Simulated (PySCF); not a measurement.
B(Me)(OMe)(NH2) (C2H8BNO), SMILES NB(C)OC. Geometry optimised at PBE-D3(BJ)/def2-SVP. The values are those of a single conformer.

Computed equilibrium geometry at PBE-D3(BJ)/def2-SVP (PySCF confirms it by a frequency run) as Cartesian coordinates in Å, and its point group (one conformer of several):
point group Cs.
```xyz
13

B      0.0477     0.4821     0.0000
C     -0.6778     1.8908     0.0000
H     -1.3389     1.9837    -0.8872
H     -1.3389     1.9837     0.8872
H      0.0168     2.7545     0.0000
O     -0.7688    -0.6382     0.0000
C     -0.2282    -1.9381     0.0000
H      0.3988    -2.1356    -0.9017
H     -1.0602    -2.6713     0.0000
H      0.3988    -2.1356     0.9017
N      1.4618     0.3631     0.0000
H      1.9687    -0.5209     0.0000
H      2.0704     1.1792     0.0000
```
Charge 0, spin multiplicity 1.
